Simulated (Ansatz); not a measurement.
Isomers of Cu₄Te₂⁺ (doublet), relaxed with PBE-D4/def2-SVP; total energies from Ansatz at CAM-B3LYP-D4/def2-SVP.

| isomer | description | energy (Eh) |
| --- | --- | --- |
| A | point group D4h; 8 × Cu–Te 2.63 Å | -7097.54492 |
| B | point group Cs; 7 × Cu–Te 2.47 to 2.69 Å | -7097.53157 |
| C | point group C2v; 6 × Cu–Te 2.48 to 2.56 Å; 1 × Cu–Cu 2.54 Å | -7097.52213 |

In the def2 sets Te takes a core potential; there is no spin–orbit coupling.

The isomers come from a short search, and lower ones may exist.

Work out the relative energies (1 Eh = 2625.5 kJ/mol) and the Boltzmann populations at 1200 K from electronic energies alone (R = 8.314 J/mol/K).

ΔE: A 0.0, B 35.1, C 59.8 kJ/mol. RT = 9.98 kJ/mol. Factors exp(−ΔE/RT): A 1, B 0.0297, C 0.0025; sum 1.032. Populations: A 96.9 %, B 2.9 %, C 0.2 %. Zero-point energy, vibrational entropy and symmetry numbers are left out and can shift these; an error of 4 kJ/mol changes a ratio by a factor of 1.5. Over the other density-functional and correlated levels in def2 sets, the gap between A and B ranges from 44 to 50 kJ/mol.
